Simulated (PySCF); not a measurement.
CH7BNSi, BClH4NSi, C2H6AlN, CH7N2Si (calculated)

Computed with PySCF 2.14.0. Calculation on a computer-drawn molecule: optimised geometry and harmonic frequencies of an isolated molecule of the commonest isotopes, restricted reference for singlets and unrestricted otherwise, frozen core in MP2.

Common to all runs: method HF; basis cc-pV(D+d)Z.

```json
{"entry": 1, "formula": "CH7BNSi", "start_structure": {"atoms_angstrom": [["N", -1.5797, -2.8698, 0.4448], ["B", -0.9481, -1.6396, 0.5495], ["C", -0.0244, -1.2388, -0.5688], ["Si", 0.9746, 0.4248, -0.7216], ["H", -1.4424, -3.4509, -0.347], ["H", -2.1288, -3.2397, 1.1455], ["H", -1.1715, -0.9369, 1.5037], ["H", 0.2185, -1.8212, -1.4145], ["H", 2.39, 0.0827, -0.8989], ["H", 0.7013, 1.2872, 0.4232], ["H", 0.49, 1.1779, -1.9368]]}, "given": {"charge": 0, "multiplicity": 2, "drawn_bonds_atom": [1, 2, 3, 1, 1, 2, 3, 4, 4, 4], "drawn_bonds_other_atom": [2, 3, 4, 5, 6, 7, 8, 9, 10, 11], "drawn_bonds_order": [1, 1, 1, 1, 1, 1, 1, 1, 1, 1]}, "results": {"optimised_atom_element": ["N", "B", "C", "Si", "H", "H", "H", "H", "H", "H", "H"], "optimised_atom_x [angstrom]": [-1.577, -0.9315, 0.01497, 0.9516, -1.476, -2.184, -1.127, 0.1529, 2.412, 0.6941, 0.5488], "optimised_atom_y [angstrom]": [-2.89, -1.653, -1.181, 0.4281, -3.534, -3.212, -0.9578, -1.856, 0.1768, 1.264, 1.192], "optimised_atom_z [angstrom]": [0.4682, 0.517, -0.6386, -0.7386, -0.2887, 1.192, 1.48, -1.487, -0.836, 0.4571, -1.947], "modes_frequency [cm^-1]": [58.22, 75.0, 191.1, 364.9, 504.8, 544.1, 620.3, 629.6, 746.8, 796.4, 935.6, 972.4, 1026, 1028, 1034, 1091, 1210, 1235, 1464, 1753, 2280, 2292, 2314, 2674, 3234, 3815, 3920], "modes_reduced_mass [dalton]": [1.193, 2.611, 2.823, 3.703, 1.082, 1.21, 1.25, 1.47, 1.469, 1.937, 1.551, 1.31, 1.119, 1.041, 1.042, 1.641, 1.87, 1.491, 2.843, 1.233, 1.05, 1.039, 1.031, 1.095, 1.085, 1.051, 1.098], "rotational_constants [GHz]": [29.03, 2.127, 2.028], "total_energy [hartree]": -410.0349, "spin_squared": 0.7617, "convergence_status_largest_gradient_component [hartree/bohr]": 6.991e-06}}
{"entry": 2, "formula": "BClH4NSi", "start_structure": {"atoms_angstrom": [["N", -0.9959, 1.8413, 1.005], ["B", -0.2414, 0.7749, 0.7568], ["Si", -0.9591, -0.9886, 0.3507], ["Cl", 0.1336, -2.5015, 0.0295], ["H", -2.0151, 1.9145, 1.0279], ["H", -0.664, 2.7927, 1.1283], ["H", 0.8795, 0.926, 0.7083], ["H", -2.4279, -1.4151, 0.4411]]}, "given": {"charge": 1, "multiplicity": 1, "drawn_bonds_atom": [1, 2, 3, 1, 1, 2, 3], "drawn_bonds_other_atom": [2, 3, 4, 5, 6, 7, 8], "drawn_bonds_order": [1, 1, 1, 1, 1, 1, 1]}, "results": {"optimised_atom_element": ["N", "B", "Si", "Cl", "H", "H", "H", "H"], "optimised_atom_x [angstrom]": [-1.041, -0.2, -1.019, 0.1437, -2.041, -0.6809, 0.9847, -2.437], "optimised_atom_y [angstrom]": [1.89, 0.8464, -1.018, -2.566, 1.855, 2.813, 0.9154, -1.392], "optimised_atom_z [angstrom]": [0.9893, 0.74, 0.4054, 0.01194, 1.03, 1.157, 0.6971, 0.4169], "modes_frequency [cm^-1]": [44.31, 126.0, 285.9, 419.7, 567.0, 630.3, 692.0, 767.9, 851.7, 957.1, 960.7, 1187, 1456, 1773, 2407, 2815, 3770, 3873], "modes_reduced_mass [dalton]": [2.945, 5.056, 5.04, 1.132, 4.152, 1.439, 7.598, 1.23, 1.149, 1.175, 1.122, 1.384, 3.435, 1.26, 1.044, 1.103, 1.054, 1.097], "rotational_constants [GHz]": [21.0, 1.75, 1.615], "total_energy [hartree]": -829.7143, "convergence_status_largest_gradient_component [hartree/bohr]": 2.025e-05}}
{"entry": 3, "formula": "BClH4NSi", "start_structure": {"atoms_angstrom": [["N", -0.7987, 0.2436, 0.0883], ["B", -0.3022, 0.0116, 1.4124], ["Si", 1.4791, -0.1536, 1.7971], ["Cl", 2.1576, -0.6142, 3.7107], ["H", -0.1642, 0.4561, -0.749], ["H", -1.7205, 0.3668, -0.2011], ["H", -1.1794, -0.1525, 2.1369], ["H", 2.69, -0.0474, 1.0847]]}, "given": {"charge": 0, "multiplicity": 2, "drawn_bonds_atom": [1, 2, 3, 1, 1, 2, 3], "drawn_bonds_other_atom": [2, 3, 4, 5, 6, 7, 8], "drawn_bonds_order": [1, 1, 1, 1, 1, 1, 1]}, "results": {"optimised_atom_element": ["N", "B", "Si", "Cl", "H", "H", "H", "H"], "optimised_atom_x [angstrom]": [-0.737, -0.3556, 1.57, 2.058, -0.1054, -1.687, -1.195, 2.615], "optimised_atom_y [angstrom]": [0.3198, -0.1118, -0.6136, -0.3099, 0.4695, 0.529, -0.246, 0.07346], "optimised_atom_z [angstrom]": [0.08446, 1.347, 1.755, 3.764, -0.675, -0.1452, 2.193, 0.9567], "modes_frequency [cm^-1]": [66.82, 135.2, 274.7, 451.6, 546.1, 605.9, 622.2, 657.6, 810.4, 949.3, 967.2, 1208, 1395, 1761, 2287, 2706, 3804, 3904], "modes_reduced_mass [dalton]": [2.999, 3.975, 3.393, 1.437, 4.803, 1.428, 1.974, 1.763, 1.083, 1.135, 1.157, 1.493, 3.646, 1.208, 1.043, 1.096, 1.051, 1.099], "rotational_constants [GHz]": [15.94, 1.776, 1.635], "total_energy [hartree]": -829.9615, "spin_squared": 0.761, "convergence_status_largest_gradient_component [hartree/bohr]": 5.176e-06}}
{"entry": 4, "formula": "C2H6AlN", "start_structure": {"atoms_angstrom": [["N", -0.0241, -2.0988, 1.4646], ["C", 0.1744, -0.6301, 1.1165], ["C", 0.2845, -0.7651, -0.3959], ["Al", 1.4312, -2.4685, -0.3519], ["H", 0.0786, -2.2064, 2.4956], ["H", -0.8546, -2.4001, 1.1909], ["H", 1.0597, -0.2742, 1.5708], ["H", -0.5883, -0.0199, 1.4578], ["H", -0.6937, -0.8054, -0.8572], ["H", 0.6986, 0.1922, -0.7544]]}, "given": {"charge": 0, "multiplicity": 1, "drawn_bonds_atom": [1, 2, 3, 1, 1, 2, 2, 3, 3], "drawn_bonds_other_atom": [2, 3, 4, 5, 6, 7, 8, 9, 10], "drawn_bonds_order": [1, 1, 1, 1, 1, 1, 1, 1, 1]}, "results": {"optimised_atom_element": ["N", "C", "C", "Al", "H", "H", "H", "H", "H", "H"], "optimised_atom_x [angstrom]": [0.01126, 0.1254, 0.3409, 1.345, 0.193, -0.9225, 1.012, -0.7269, -0.6274, 0.8147], "optimised_atom_y [angstrom]": [-2.073, -0.6511, -0.701, -2.503, -2.236, -2.412, -0.2519, -0.05585, -0.7967, 0.204], "optimised_atom_z [angstrom]": [1.506, 1.111, -0.4017, -0.4489, 2.483, 1.333, 1.609, 1.459, -0.9178, -0.7948], "modes_frequency [cm^-1]": [152.6, 177.7, 410.1, 468.5, 514.9, 691.0, 912.0, 976.5, 1035, 1098, 1105, 1211, 1349, 1412, 1488, 1540, 1623, 1768, 3112, 3150, 3201, 3218, 3703, 3782], "modes_reduced_mass [dalton]": [2.904, 2.952, 1.647, 1.231, 2.758, 2.004, 1.276, 1.988, 1.13, 3.139, 1.185, 1.78, 1.28, 1.257, 1.335, 1.106, 1.088, 1.094, 1.07, 1.07, 1.093, 1.097, 1.053, 1.092], "rotational_constants [GHz]": [9.452, 5.161, 3.655], "total_energy [hartree]": -375.5740, "convergence_status_largest_gradient_component [hartree/bohr]": 1.727e-05}}
{"entry": 5, "formula": "CH7N2Si", "start_structure": {"atoms_angstrom": [["N", -1.7242, -0.4281, -0.5897], ["C", -0.3431, -0.0106, -0.891], ["Si", 0.5558, -0.9973, -2.304], ["N", -0.3951, -2.2538, -2.9882], ["H", -1.8001, -1.3709, -0.1747], ["H", -2.3389, -0.2474, -1.3715], ["H", -0.3159, 1.0466, -1.2082], ["H", 0.2429, -0.037, -0.0139], ["H", 1.825, -0.8889, -2.8722], ["H", -0.0971, -2.8416, -3.7166], ["H", -1.3339, -2.4559, -2.7812]]}, "given": {"charge": 1, "multiplicity": 1, "drawn_bonds_atom": [1, 2, 3, 1, 1, 2, 2, 3, 4, 4], "drawn_bonds_other_atom": [2, 3, 4, 5, 6, 7, 8, 9, 10, 11], "drawn_bonds_order": [1, 1, 1, 1, 1, 1, 1, 1, 1, 1]}, "results": {"optimised_atom_element": ["N", "C", "Si", "N", "H", "H", "H", "H", "H", "H", "H"], "optimised_atom_x [angstrom]": [-1.71, -0.3609, 0.4357, -0.3739, -1.825, -2.398, -0.2956, 0.305, 1.797, 0.01883, -1.317], "optimised_atom_y [angstrom]": [-0.366, -0.03675, -1.048, -2.264, -1.272, -0.205, 1.011, -0.1027, -0.8395, -2.829, -2.534], "optimised_atom_z [angstrom]": [-0.5574, -0.933, -2.295, -3.035, -0.1443, -1.268, -1.245, -0.06571, -2.788, -3.769, -2.812], "modes_frequency [cm^-1]": [113.6, 143.6, 288.3, 406.9, 414.2, 607.7, 665.0, 687.4, 701.8, 779.2, 796.6, 964.8, 1080, 1154, 1181, 1382, 1463, 1519, 1680, 1779, 2437, 3174, 3217, 3743, 3760, 3837, 3866], "modes_reduced_mass [dalton]": [1.816, 3.622, 1.086, 3.336, 1.103, 2.859, 1.16, 1.129, 1.268, 1.296, 1.42, 1.373, 4.758, 1.051, 4.071, 1.255, 1.209, 1.087, 1.135, 1.097, 1.045, 1.062, 1.1, 1.052, 1.049, 1.098, 1.099], "rotational_constants [GHz]": [11.16, 3.747, 2.898], "total_energy [hartree]": -439.5545, "convergence_status_largest_gradient_component [hartree/bohr]": 3.331e-05}}
```
